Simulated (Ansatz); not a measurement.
```yaml
crystal:
  periodic: [false, false, false]
  atoms:
    - {symbol: B, position_ang: [-1.081293, 0.916098, -0.477629]}
    - {symbol: h, position_ang: [0.037317, -0.139669, 0.052118]}
    - {symbol: B, position_ang: [1.397584, -0.859234, 0.449070]}
    - {symbol: O, position_ang: [0.163748, -1.410879, 0.616706]}
    - {symbol: H, position_ang: [-1.408559, 0.946411, -1.628501]}
    - {symbol: H, position_ang: [-1.520829, 1.765800, 0.241637]}
    - {symbol: H, position_ang: [2.473132, -1.286627, 0.700900]}
basis:
  gaussian: {orbitals: aug-cc-pVDZ, fitting: {mean_field: cc-pVTZ-jkfit}}
hamiltonian: {xc: {name: HF}}
correlation: {method: mp2}
output: {forces: true}
```

```sh
$ ansatz run in.yaml --threads 2 --pin off --events-out ev --progress --plain --max-ram 4352MiB
```

Q: How does Ansatz answer? (Best estimate.)

A: Ansatz gave: The input was rejected before any iteration.
```
Error: YAML parse error: error: line 5 column 16: `h` is not an element symbol (H … Og, case-exact)
 --> <input>:5:16
3 |   atoms:
4 |     - {symbol: B, position_ang: [-1.081293, 0.916098, -0.477629]}
5 |     - {symbol: h, position_ang: [0.037317, -0.139669, 0.052118]}
6 |     - {symbol: B, position_ang: [1.397584, -0.859234, 0.449070]}
7 |     - {symbol: O, position_ang: [0.163748, -1.410879, 0.616706]}
```
